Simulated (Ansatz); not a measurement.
Coupled-cluster run, `O[SiH](O)S[SiH2]Cl`.

```yaml
crystal:
  periodic: [false, false, false]
  atoms:
    - {symbol: O, position_ang: [-1.307900, -1.996734, -1.063047]}
    - {symbol: Si, position_ang: [-0.113028, -1.033712, -0.500657]}
    - {symbol: O, position_ang: [1.177511, -1.187745, -1.477630]}
    - {symbol: S, position_ang: [-0.920212, 0.957951, -0.461837]}
    - {symbol: Si, position_ang: [0.334789, 1.742810, 1.057426]}
    - {symbol: Cl, position_ang: [-0.369632, 1.302535, 2.935754]}
    - {symbol: H, position_ang: [-2.201844, -1.820270, -0.765375]}
    - {symbol: H, position_ang: [0.374018, -1.394921, 0.844269]}
    - {symbol: H, position_ang: [1.061362, -1.016983, -2.414122]}
    - {symbol: H, position_ang: [0.332439, 3.212732, 0.907331]}
    - {symbol: H, position_ang: [1.697797, 1.177436, 0.958290]}
basis:
  gaussian: {orbitals: def2-SVP}
correlation: {method: ccsd_t}
```

```sh
$ ansatz run in.yaml --threads 2 --pin off --events-out ev --progress --plain --max-ram 32768MiB --backend cpu
```

The program prints (abridged):

```
Functional definition: HF
1167 factors; integrals over basis functions are off by at most 1.2e-3 eV
mean field evaluation 1: about -43184.6918 eV, gradient 4.5e1 eV
mean field evaluation 2: about -43184.6954 eV, gradient 4.5e1 eV
mean field evaluation 4: about -43188.9257 eV, gradient 3.1e0 eV
mean field evaluation 8: about -43188.9632 eV, gradient 2.2e-4 eV
mean field -43188.96322563 eV, -1587.1651240112 hartree, gradient 2.9e-6 eV, S^2 0.000000; 0 other end points of the search recorded, 0 dependent functions left out
22 core orbitals not correlated: weight in the atoms' cores, before any rotation towards them, 1.000 or more for the frozen orbitals, at most 0.000 for the correlated occupied ones
reference -43188.96322563 eV, -1587.1651240112 hartree; 19, 19 occupied and 84, 84 virtual orbitals, 1167 factors
second order -22.36417333 eV of doubles, -0.00000000 eV of singles
cycle   1  -23.25622588 eV  change   -8.9e-1 eV  update   1.0e-1
cycle   2  -23.79082296 eV  change   -5.3e-1 eV  update   2.9e-2
cycle   3  -23.90821502 eV  change   -1.2e-1 eV  update   1.5e-2
cycle   4  -23.90338688 eV  change    4.8e-3 eV  update   3.1e-3
cycle   5  -23.90186386 eV  change    1.5e-3 eV  update   1.3e-3
cycle   6  -23.90193112 eV  change   -6.7e-5 eV  update   3.9e-4
cycle   7  -23.90176676 eV  change    1.6e-4 eV  update   1.3e-4
cycle   8  -23.90171299 eV  change    5.4e-5 eV  update   4.3e-5
cycle   9  -23.90172169 eV  change   -8.7e-6 eV  update   1.4e-5
perturbative correction -0.56959074 eV, -0.0209320736 hartree
Total energy: -43213.43453806 eV, -1588.0644281556 hartree
```

It took 21 s on 2 threads of a server CPU on a shared host, with 0.67 GiB of host memory at the peak.

MP2 recovers 91.4 % of the CCSD(T) correlation energy and the triples give 2.3 %; T1 = 0.0110.
